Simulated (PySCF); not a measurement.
Input of an EPR job (settings, then geometry in Å):

```
{"job": {"kind": "epr", "basis": "pcH-1"}, "charge": 0, "multiplicity": 2}
C      2.276722    -0.444132     0.300997
C      0.880392    -0.131847     0.661549
C     -0.102591     0.374530    -0.313570
C     -1.217271    -0.676409    -0.676153
O     -2.431923    -0.070763    -0.301337
B     -2.169129     1.156437     0.218176
O     -0.851686     1.464657     0.222417
H      2.383628    -0.591462    -0.772099
H      2.622491    -1.336481     0.824376
H      2.951389     0.369876     0.594004
H      0.570441    -0.196852     1.690350
H      0.401110     0.723214    -1.224314
H     -1.086619    -1.605648    -0.112218
H     -1.237349    -0.898884    -1.746629
H     -2.994019     1.871754     0.612539
```

Theory: UKS B3LYP, pcH-1 on B C H O, non-relativistic, mean-field spin-orbit, GIAO (PySCF 2.14.0). One conformer (not necessarily the lowest) at the GFN2-xTB geometry, without solvent, vibrations or thermal averaging. The geometry wasn't refined by DFT: couplings that depend on bond lengths, twists or pyramidal angles can differ widely from those at the functional's own minimum.

Output of the driver script. Atoms in this output count from 0.

```
UKS, coarse grid
  cycle   1  E = -332.45067126  |g| = 6.24e-01
  cycle   2  E = -332.26261691  |g| = 9.69e-01
  cycle   3  E = -332.58824790  |g| = 7.11e-02
  cycle   4  E = -332.58993745  |g| = 3.48e-02
  cycle   5  E = -332.59051079  |g| = 8.57e-03
  cycle   6  E = -332.59053717  |g| = 4.87e-03
  cycle   7  E = -332.59054510  |g| = 1.43e-03
  cycle   8  E = -332.59054571  |g| = 4.99e-04
UKS, final grid
  cycle   1  E = -332.59056850  |g| = 5.45e-04
  cycle   2  E = -332.59056838  |g| = 7.81e-04
  cycle   3  E = -332.59056863  |g| = 1.39e-04
  cycle   4  E = -332.59056864  |g| = 2.61e-05
E = -332.59056864 Eh   <S^2> = 0.7539 (exact 0.7500)
g shifts (ppm)      1          2          3
  rmc          -153       -153       -153
  gc             10         39         42
  oz_so         -93        206        745
  total        -237         93        634
hyperfine (MHz)  atom isotope    a_iso     a_fc   dipolar eigenvalues
    0   13C     -32.89     -32.89     -2.66      0.82      1.85
    1   13C      90.62      90.62    -81.20    -80.32    161.52
    2   13C     -29.25     -29.25     -1.96     -0.52      2.47
    3   13C      76.89      76.89     -5.87     -4.75     10.62
    4   17O       0.73       0.73     -4.86      2.31      2.55
    5   11B      -2.04      -2.04     -1.07      0.20      0.87
    6   17O     -23.16     -23.16     -9.19      4.29      4.90
    7    1H      20.21      20.21     -4.66     -4.16      8.82
    8    1H      63.63      63.63     -4.96     -4.28      9.24
    9    1H     159.18     159.18     -5.65     -3.16      8.81
   10    1H     -62.25     -62.25    -38.18     -0.80     38.98
   11    1H      19.02      19.02     -5.78     -3.89      9.67
   12    1H      -0.99      -0.99     -6.92     -1.53      8.45
   13    1H       2.39       2.39     -3.34     -2.04      5.37
   14    1H       3.79       3.79     -1.16     -0.88      2.04
```

|g| in the SCF lines is the orbital gradient. In the g block, columns 1 to 3 are the principal axes in rising order; rmc is the relativistic mass correction, gc the gauge correction and oz_so the orbital-Zeeman/spin–orbit term. a_fc is the Fermi-contact part of a_iso, here all of it, since this run has no spin–orbit term in the hyperfine coupling.

(1) What does the output say about convergence, stability and spin contamination?

(2) What are the principal g values and g_iso?

(3) Which couplings shape the isotropic spectrum at natural abundance (0.05 mT or more)? Keep the log's numbering.

(4) What are the principal values of the full tensor of atom 1 (13C)?

Results:

(1) The SCF converged after 12 cycles in all, 8 of them on the coarse grid; no stability test was run. ⟨S²⟩ = 0.7539 against the exact 0.7500, so spin contamination is small.

(2) Adding the total shifts to 2.002319 gives 2.00208, 2.00241, 2.00295; their mean shift is 163 ppm, so g_iso = 2.00248.

(3) atoms 7, 8, 9 (1H, I = 1/2): mean 81.0 MHz = 2.89 mT in magnitude, a 1:3:3:1 quartet; atom 10 (1H, I = 1/2): -62.2 MHz = 2.22 mT in magnitude, a 1:1 doublet; atom 11 (1H, I = 1/2): 19.0 MHz = 0.68 mT in magnitude, a 1:1 doublet; atom 14 (1H, I = 1/2): 3.8 MHz = 0.14 mT in magnitude, a 1:1 doublet; atom 13 (1H, I = 1/2): 2.4 MHz = 0.09 mT in magnitude, a 1:1 doublet; atom 5 (11B, I = 3/2): -2.0 MHz = 0.07 mT in magnitude, a 1:1:1:1 quartet. Together 256 lines to first order. Means are taken over nuclei equivalent by connectivity, which assumes that they swap fast. The three 1H nuclei of mean +81.0 MHz run from 20.2 to 159.2 MHz in the frozen geometry. Main isotope only: 11B (natural samples also hold 20 % 10B, magnetic too, which adds its own pattern).

(4) a_iso plus each dipolar eigenvalue: 9.41, 10.30, 252.14 MHz.

The species is `C[CH][C@H]1COBO1` [radical]. The run used 255 basis functions and 5 iterations of the response equations. 

Time: 1.8 min of wall time (with the writing of density and orbital grids); peak memory 0.95 GiB. Hardware: Intel Xeon at 2.50 GHz, one thread, no GPU, shared host.

The values belong to the conformer `[CH3:1][CH:2][C@H:3]1[CH2:4][O:5][BH:6][O:7]1`: C1–C2–C3–C4 110°.
Labels such as C1 count atoms from 1, the log's own numbers from 0.
